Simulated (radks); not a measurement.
Values are calculated unless marked as measured or tabulated.
Cr VI, configuration [Ar] 3d1.

Level of theory: Dirac Kohn-Sham, PBEsol, spin-unpolarised, spherical densities, finite nucleus; open shells fill j = l - 1/2 first; Fermi nuclear charge, rms radius 3.6452 fm (a radial shooting solver on a logarithmic mesh with Libxc functionals).

Energy parts (eV):
total: -28387.245
kinetic: 28724.611
electron-nucleus: -66193.223
Hartree: 10307.315
exchange-correlation: -1225.949

Orbitals (lengths in bohr, moments of r in powers of bohr; r(90%) holds 90 % of the orbital's charge):
orbital  occ.  eigenvalue (eV)  r(90%)     <r^2>  small-component weight
1s1/2       2        -5959.014   0.114  0.005441                7.41e-03
2s1/2       2        -754.8279   0.455    0.1016                1.33e-03
2p1/2       2        -654.3357   0.424   0.08205                1.31e-03
2p3/2       4        -645.7149   0.428   0.08373                1.29e-03
3s1/2       2        -154.5713    1.28    0.8504                3.09e-04
3p1/2       2        -125.8094    1.35    0.9218                2.80e-04
3p3/2       4        -124.6256    1.36    0.9355                2.77e-04
3d3/2       1         -79.1470    1.53     1.093                2.09e-04
3d5/2       0         -79.0027    1.53     1.097                2.08e-04

The highest occupied level is 3d3/2 at -79.147 eV. The electron density at the nucleus is 1.142e+04 e/bohr^3. The density falls to 0.001 e/bohr^3 at r = 2.35 bohr. Summed over all electrons, <r^2> = 9.093 bohr^2, which gives a Langevin (diamagnetic) susceptibility term of -7.2 x 10^-6 cm^3/mol. For comparison, the ionisation energy in NIST's Atomic Spectra Database is 90.635 eV (measured). In exact Kohn-Sham theory the highest level is minus the ionisation energy, but local and semilocal functionals leave it too shallow, through self-interaction and a potential that decays too fast; potentials with the right tail come closer.

Beside tabulated values, note that spin-unpolarised runs miss the spin-polarisation part of the exchange energy of open shells.
